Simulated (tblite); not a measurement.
C4H7AsN (doublet state).
Numbering: `[CH2:1][AsH:2][CH2:3][CH2:4][C:5]#[N:6]` (hydrogens: H7, H8 on C1; H9 on As2; H10, H11 on C3; H12, H13 on C4)
Bond orders are those of one Lewis drawing.

Computed with GFN2-xTB (tblite), gas phase: L-BFGS steps from a force-field or distance-geometry start until the largest atomic force falls under 0.01 eV/Å.

At the end of the run (lengths in Å): C1–As2 1.878, As2–H9 1.498, As2–C3 1.998, C3–H10 1.093, C4–C5 1.439, C5≡N6 1.143, C4–H12 1.096, C1–As2–C3 99.0°, As2–C3–C4 113.2°, C4–C5–N6 178.8°, C3–C4–C5 110.8°, C1–As2–C3–C4 -52°, As2–C3–C4–C5 -67°, H9–As2–C1–H7 -160°, H7–C1–As2–C3 -61°.

**Question.** These geometries were met on the way; a selection of coordinates is given. Order them by energy above the end point, lowest first.
A. C1–As2 1.917, As2–H9 1.472, As2–C3 2.036, C3–H10 1.095, C4–C5 1.442, C5≡N6 1.142, C4–H12 1.107, C1–As2–C3 106.8°, As2–C3–C4 120.2°, C4–C5–N6 176.1°, C3–C4–C5 109.7°, C1–As2–C3–C4 -65°, As2–C3–C4–C5 -59°, H9–As2–C1–H7 141°, H7–C1–As2–C3 -122°
B. C1–As2 1.886, As2–H9 1.486, As2–C3 2.050, C3–H10 1.091, C4–C5 1.435, C5≡N6 1.144, C4–H12 1.093, C1–As2–C3 102.5°, As2–C3–C4 116.6°, C4–C5–N6 179.4°, C3–C4–C5 111.8°, C1–As2–C3–C4 -69°, As2–C3–C4–C5 -58°, H9–As2–C1–H7 154°, H7–C1–As2–C3 -113°
C. C1–As2 1.904, As2–H9 1.588, As2–C3 2.079, C3–H10 1.094, C4–C5 1.422, C5≡N6 1.148, C4–H12 1.094, C1–As2–C3 106.6°, As2–C3–C4 119.6°, C4–C5–N6 177.0°, C3–C4–C5 109.6°, C1–As2–C3–C4 -65°, As2–C3–C4–C5 -60°, H9–As2–C1–H7 127°, H7–C1–As2–C3 -133°
D. C1–As2 1.904, As2–H9 1.572, As2–C3 2.037, C3–H10 1.082, C4–C5 1.434, C5≡N6 1.150, C4–H12 1.089, C1–As2–C3 110.6°, As2–C3–C4 113.2°, C4–C5–N6 179.2°, C3–C4–C5 110.0°, C1–As2–C3–C4 -73°, As2–C3–C4–C5 -61°, H9–As2–C1–H7 108°, H7–C1–As2–C3 -135°
E. C1–As2 1.972, As2–H9 1.537, As2–C3 1.958, C3–H10 1.130, C4–C5 1.471, C5≡N6 1.173, C4–H12 1.118, C1–As2–C3 111.9°, As2–C3–C4 108.9°, C4–C5–N6 178.4°, C3–C4–C5 110.5°, C1–As2–C3–C4 -80°, As2–C3–C4–C5 -60°, H9–As2–C1–H7 96°, H7–C1–As2–C3 -133°

**Answer.** B (0.183 eV), A (0.304 eV), C (0.488 eV), D (0.796 eV), E (1.341 eV).

```tsv
step	E above end (eV)	rms distance from the end, all atoms (Å)	largest force (eV/Å)	rms shift of all bonds from the end (Å)
19	0.183	0.413	0.278	0.016
8	0.304	0.466	0.457	0.018
5	0.488	0.481	1.363	0.037
3	0.796	0.505	1.333	0.026
0	1.341	0.523	3.679	0.036
```

Rows stand in the order of the answer.
